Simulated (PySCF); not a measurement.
Species: C7H11NO.
Numbering: `[O:1]=[CH:2][NH:3][C@@H:4]1[CH2:5][C@@H:6]2[CH2:7][CH2:8][C@H:9]12` (hydrogens: H10 on C2; H11 on N3; H12 on C4; H13, H14 on C5; H15 on C6; H16, H17 on C7; H18, H19 on C8; H20 on C9)

Structure used (PBE0-D3(BJ)/def2-SVP), in Å, numbered top down from 1:
```
atom  x, y, z in Å
O1     3.5635    0.0999   -1.3103
C2     3.2368    0.1200   -0.1470
N3     1.9655    0.2548    0.3119
C4     0.8290    0.3927   -0.5511
C5    -0.2429    1.4456   -0.1787
C6    -1.3385    0.3656   -0.2540
C7    -1.6394   -0.3291    1.0887
C8    -0.5501   -1.3874    0.7897
C9    -0.2537   -0.7151   -0.5613
H10    3.9738    0.0324    0.6886
H11    1.8255    0.2617    1.3143
H12    1.2389    0.5484   -1.5583
H13   -0.1193    1.9045    0.8158
H14   -0.3338    2.2570   -0.9151
H15   -2.1890    0.5634   -0.9208
H16   -1.4811    0.2982    1.9809
H17   -2.6522   -0.7525    1.1528
H18    0.2987   -1.4433    1.4901
H19   -0.9491   -2.4060    0.6836
H20   -0.2678   -1.3583   -1.4523
```

Level of theory: PySCF 2.14.0, density-fitted response routines, TDDFT B3LYP/def2-SVPD, vertical, gas phase, core orbitals frozen in the response.

Transition dipole moments from the ground state, in atomic units and in the frame of the coordinates above (overall signs are arbitrary), for the states with f of 0.002 or more among the lowest 8:

| state | E (hartree) | μx | μy | μz |
| --- | --- | --- | --- | --- |
| S2 | 0.2316 | 0.190 | 0.161 | 0.004 |
| S3 | 0.2406 | -0.469 | 0.103 | -0.199 |
| S4 | 0.2512 | 0.121 | 0.120 | -0.095 |
| S5 | 0.2552 | -0.887 | 0.115 | 0.577 |
| S6 | 0.2614 | -0.414 | 0.037 | -0.046 |
| S7 | 0.2638 | 0.294 | 0.071 | -0.269 |
| S8 | 0.2656 | 0.449 | 0.036 | 0.221 |

(1) Work out the oscillator strengths.

(2) Which bond between heavy atoms lies closest to the direction of the S5 transition dipole?

(3) What angle do the transition dipoles of S3 and S6 make?

(4) How is the summed strength of these states shared among x, y and z?

(5) What peak molar absorption coefficient would the strongest computed level give as a lone Gaussian band 0.3 eV wide at half height?

## Answers

(1) f = (2/3) ΔE |μ|² with ΔE in hartree (27.2114 eV).

```tsv
state	|μ|² (au)	|μ| (D)	f
S2	0.062	0.63	0.010
S3	0.270	1.32	0.043
S4	0.038	0.50	0.006
S5	1.133	2.71	0.193
S6	0.175	1.06	0.031
S7	0.164	1.03	0.029
S8	0.252	1.28	0.045
```

(2) C2–N3, at 13° from it; next C4–C5 at 39°.

(3) |cos θ| = |μa·μb| / (|μa| |μb|) = 0.95, so θ ≈ 18° (taken between 0 and 90°, since the signs are arbitrary).

(4) (2/3) Σ ΔE μα² gives 0.258 for x, 0.012 for y and 0.086 for z, 0.356 in all.

(5) ε(max) = 2.175×10⁸ f / FWHM, with the width in cm⁻¹. S5: 2.175×10⁸ × 0.1928 / 2420 ≈ 17000 L mol⁻¹ cm⁻¹.

The vertical ionisation energy (ΔSCF) is 9.21 eV, 1.98 eV above S8.

One conformer stands for the species.
